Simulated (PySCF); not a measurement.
**MoOF₂ + H₂O → MoO₂ + 2 HF**

Level: PBE0 in the def2-TZVP basis family, computed in PySCF with density fitting; scalar-relativistic core potentials for atoms from Rb on, none lighter, no spin–orbit coupling; open shells unrestricted.

| species | state and structure | ZPE (kJ/mol) | H(298 K) − H(0) (kJ/mol) | S° (J/(mol K)) |
| --- | --- | --- | --- | --- |
| MoOF₂ | triplet, C2v, Mo–F 1.870 Å (×2), Mo–O 1.652 Å; F–Mo–F 116.2°, F–Mo–O 121.9° (×2) | 17.7 | 15.3 | 314.9 |
| H₂O | singlet, C2v, O–H 0.960 Å (×2); H–O–H 105.1° | 56.5 | 9.9 | 188.7 |
| MoO₂ | triplet, C2v, Mo–O 1.683 Å (×2); O–Mo–O 114.5° | 13.9 | 11.2 | 276.1 |
| HF | singlet, C∞v, H–F 0.920 Å | 24.9 | 8.7 | 173.6 |

Problem. Is the gas-phase reaction uphill or downhill in electronic energy at this level, and by how much?

Solution. At PBE0/def2-TZVP, ΔE = 301.9 kJ/mol, uphill. 

Problem. Add zero-point, thermal and entropy terms for 298.15 K and 1 bar.

Solution. ΔZPE = -10.5 and Δ[H(298) − H(0)] = 3.4 kJ/mol give ΔH° = 294.8 kJ/mol. ΔS° = 119.7 J/(mol K), so ΔG° = 294.8 − 298.15 × (0.1197) = 259 kJ/mol. ΔG° would change sign near 2460 K if ΔH° and ΔS° stayed fixed.

Open d or f shells are single determinants, so the state found may not be the ground state. Each species is the lowest minimum found with this bonding; other isomers or fragments can lie lower.
